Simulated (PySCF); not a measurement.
C4H7N3Si.
Numbering: `[CH3:1][c:2]1[cH:3][c:4]([SiH3:5])[n:6][n:7][n:8]1` (hydrogens: H9, H10, H11 on C1; H12 on C3; H13, H14, H15 on Si5)

The same species was optimised twice, with GFN2-xTB and with PBE0-D3(BJ)/def2-SVP (PySCF), and the same property calculations (PySCF, gas phase) were run on both structures.

```json
{"coordinate": "N7–N8 (Å)", "GFN2-xTB": "1.290", "PBE0-D3(BJ)/def2-SVP": "1.310", "change": "+0.020"}
{"coordinate": "N6–N7 (Å)", "GFN2-xTB": "1.287", "PBE0-D3(BJ)/def2-SVP": "1.305", "change": "+0.018"}
{"coordinate": "C4–N6 (Å)", "GFN2-xTB": "1.338", "PBE0-D3(BJ)/def2-SVP": "1.347", "change": "+0.009"}
{"coordinate": "C2–N8 (Å)", "GFN2-xTB": "1.332", "PBE0-D3(BJ)/def2-SVP": "1.338", "change": "+0.006"}
{"coordinate": "C1–C2 (Å)", "GFN2-xTB": "1.491", "PBE0-D3(BJ)/def2-SVP": "1.493", "change": "+0.002"}
{"coordinate": "C2–C3 (Å)", "GFN2-xTB": "1.394", "PBE0-D3(BJ)/def2-SVP": "1.395", "change": "+0.001"}
{"coordinate": "C3–C4 (Å)", "GFN2-xTB": "1.389", "PBE0-D3(BJ)/def2-SVP": "1.388", "change": "-0.001"}
{"coordinate": "C4–Si5 (Å)", "GFN2-xTB": "1.897", "PBE0-D3(BJ)/def2-SVP": "1.896", "change": "-0.001"}
{"coordinate": "N6–N7–N8 (°)", "GFN2-xTB": "122.7", "PBE0-D3(BJ)/def2-SVP": "121.6", "change": "-1.1"}
{"coordinate": "Si5–C4–N6 (°)", "GFN2-xTB": "115.0", "PBE0-D3(BJ)/def2-SVP": "113.9", "change": "-1.1"}
{"coordinate": "C3–C4–N6 (°)", "GFN2-xTB": "119.2", "PBE0-D3(BJ)/def2-SVP": "120.3", "change": "+1.1"}
{"coordinate": "C1–C2–N8 (°)", "GFN2-xTB": "117.4", "PBE0-D3(BJ)/def2-SVP": "116.9", "change": "-0.5"}
{"coordinate": "C3–C2–N8 (°)", "GFN2-xTB": "119.6", "PBE0-D3(BJ)/def2-SVP": "120.0", "change": "+0.4"}
{"coordinate": "C4–N6–N7 (°)", "GFN2-xTB": "121.1", "PBE0-D3(BJ)/def2-SVP": "120.7", "change": "-0.4"}
{"coordinate": "C2–C3–C4 (°)", "GFN2-xTB": "116.6", "PBE0-D3(BJ)/def2-SVP": "116.3", "change": "-0.3"}
{"coordinate": "C2–N8–N7 (°)", "GFN2-xTB": "120.7", "PBE0-D3(BJ)/def2-SVP": "121.1", "change": "+0.4"}
```

Rotational constants: A = 3806, B = 1155, C = 900.1 MHz (GFN2-xTB) against A = 3752, B = 1151, C = 894.9 MHz (PBE0-D3(BJ)/def2-SVP). Atoms that the bonding makes alike are paired by their places after alignment.

On the GFN2-xTB structure: lowest singlet, TDDFT (eV) 3.34 [PBE0/def2-SVPD]; lowest triplet, Tamm–Dancoff (eV) 2.44 [PBE0/def2-SVPD]; isotropic polarisability (au) 93.1 [PBE0/def2-SVPD]; HOMO (eV) -6.90 [PBE0/def2-SVPD]; LUMO (eV) -1.87 [PBE0/def2-SVPD]; dipole (D) 4.98 [PBE0/def2-SVPD]; HOMO (eV) -6.98 [PBE0/pcSseg-1]; LUMO (eV) -1.84 [PBE0/pcSseg-1]; dipole (D) 5.06 [PBE0/pcSseg-1]; GIAO shielding of C1 (ppm) 162.3 [PBE0/pcSseg-1]; GIAO shielding of C2 (ppm) 26.0 [PBE0/pcSseg-1]; GIAO shielding of C3 (ppm) 56.5 [PBE0/pcSseg-1]; GIAO shielding of C4 (ppm) 22.2 [PBE0/pcSseg-1]; GIAO shielding of Si5 (ppm) 420.5 [PBE0/pcSseg-1]; GIAO shielding of N6 (ppm) -183.5 [PBE0/pcSseg-1]; GIAO shielding of N7 (ppm) -266.8 [PBE0/pcSseg-1]; GIAO shielding of N8 (ppm) -160.8 [PBE0/pcSseg-1].

Task: What do these properties become on the PBE0-D3(BJ)/def2-SVP structure?

Result: 
```
                                    property           level  on GFN2-xTB  on PBE0-D3(BJ)/def2-SVP  change
                  lowest singlet, TDDFT (eV)  PBE0/def2-SVPD         3.34                     3.48   +0.14
           lowest triplet, Tamm–Dancoff (eV)  PBE0/def2-SVPD         2.44                     2.54   +0.10
               isotropic polarisability (au)  PBE0/def2-SVPD         93.1                     95.0    +1.9
                                   HOMO (eV)  PBE0/def2-SVPD        -6.90                    -7.18   -0.28
                                   LUMO (eV)  PBE0/def2-SVPD        -1.87                    -2.00   -0.13
                                  dipole (D)  PBE0/def2-SVPD         4.98                     4.94   -0.04
energy, GFN2-xTB geometry as zero (kcal/mol)  PBE0/def2-SVPD          0.0                     -1.5    -1.5
                                   HOMO (eV)   PBE0/pcSseg-1        -6.98                    -7.26   -0.28
                                   LUMO (eV)   PBE0/pcSseg-1        -1.84                    -1.97   -0.13
                                  dipole (D)   PBE0/pcSseg-1         5.06                     5.02   -0.04
energy, GFN2-xTB geometry as zero (kcal/mol)   PBE0/pcSseg-1          0.0                     -1.4    -1.4
                  GIAO shielding of C1 (ppm)   PBE0/pcSseg-1        162.3                    160.2    -2.1
                  GIAO shielding of C2 (ppm)   PBE0/pcSseg-1         26.0                     24.3    -1.7
                  GIAO shielding of C3 (ppm)   PBE0/pcSseg-1         56.5                     56.7    +0.2
                  GIAO shielding of C4 (ppm)   PBE0/pcSseg-1         22.2                     21.1    -1.1
                 GIAO shielding of Si5 (ppm)   PBE0/pcSseg-1        420.5                    418.8    -1.7
                  GIAO shielding of N6 (ppm)   PBE0/pcSseg-1       -183.5                   -193.4    -9.9
                  GIAO shielding of N7 (ppm)   PBE0/pcSseg-1       -266.8                   -275.0    -8.2
                  GIAO shielding of N8 (ppm)   PBE0/pcSseg-1       -160.8                   -173.6   -12.8
```

The heavy atoms differ by 0.012 Å rms after alignment. Among bonds between heavy atoms N7–N8 changes most (+0.020 Å). Changes are differences of the printed values. Neither structure is proved a minimum here.
